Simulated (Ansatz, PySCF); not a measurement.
This PySCF input computes a BLYP/def2-TZVPD energy:

```python
from pyscf import gto, scf, dft

mol = gto.M(
    atom='''
    Ga   -0.00000000   -0.00000000   -1.27263610
    Br    0.00000000    0.00000000    1.12719198
    ''',
    basis='def2-tzvpd',
    charge=0,
    spin=0,
    verbose=4,
)

mf = dft.RKS(mol, xc='blyp').density_fit(auxbasis='def2-universal-jkfit')
mf.grids.level = 3
mf.conv_tol = 1e-9
mf.max_cycle = 100
mf.max_memory = 1500
mf.kernel()
if not mf.converged:
    mf = mf.newton()
    mf.kernel(mf.make_rdm1())
mf.analyze()
```

Q: Write an input for the same energy in Ansatz (a quantum-chemistry and plane-wave program) and say what it gives.

A: 
Ansatz 0.2 input:
```yaml
crystal:
  periodic: [false, false, false]
  atoms:
    - {symbol: Ga, position_ang: [-0.00000000, -0.00000000, -1.27263610]}
    - {symbol: Br, position_ang: [0.00000000, 0.00000000, 1.12719198]}
basis:
  gaussian:
    orbitals: def2-TZVPD
hamiltonian:
  xc: {name: BLYP}
output: {forces: true}
```
It gives -4499.18504 Eh, and PySCF -4499.18509 Eh, a difference of 0.05 mEh, from the treatment of integrals and grids.
